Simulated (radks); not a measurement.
Results of a calculation; reference values are marked as such.
Species: Ag. Configuration: [Kr] 4d10 5s1 (the NIST ground configuration).

Level of theory: scalar-relativistic Kohn-Sham, PBE, spin-unpolarised, spherical densities, point nucleus; hard spherical wall at 5 bohr (a radial shooting solver on a logarithmic mesh with Libxc functionals).

Energy parts (Ry):
part                        energy
total                 -10631.91902
kinetic                11046.47746
electron-nucleus      -25706.76012
Hartree                 4326.69651
exchange-correlation    -298.33288

Orbitals (lengths in bohr, moments of r in powers of bohr; <r^-3> diverges for s and p1/2; r(max) is where P^2 peaks; r(90%) holds 90 % of the orbital's charge):
orbital	occ.	eigenvalue (Ry)	r(90%)	r(max)	<r^-3>	<r^4>
1s	2	-1861.614	0.0558	0.02016	-	4.451e-06
2s	2	-273.9782	0.208	0.1140	-	0.0007914
2p	6	-245.7315	0.192	0.09114	3778	0.0005675
3s	2	-50.11576	0.543	0.3326	-	0.03699
3p	6	-40.83845	0.553	0.3258	675.1	0.03960
3d	10	-26.21109	0.547	0.2739	92.22	0.03802
4s	2	-6.85274	1.33	0.8225	-	1.347
4p	6	-4.17244	1.48	0.8769	110.9	2.121
4d	10	-0.42254	2.29	1.038	8.384	11.63
4f	0	1.43137	4.10	3.321	0.06882	131.3
5s	1	-0.14186	3.63	2.396	-	70.76
5p	0	0.31102	3.87	2.812	9.889	96.51
6s	0	1.59129	4.28	3.836	-	147.7

The highest occupied level is 5s at -1.930 eV. Summed over all electrons, <r^2> = 43.05 bohr^2, which gives a Langevin (diamagnetic) susceptibility term of -34.1 x 10^-6 cm^3/mol. The density falls to 0.001 e/bohr^3 at r = 4.00 bohr.
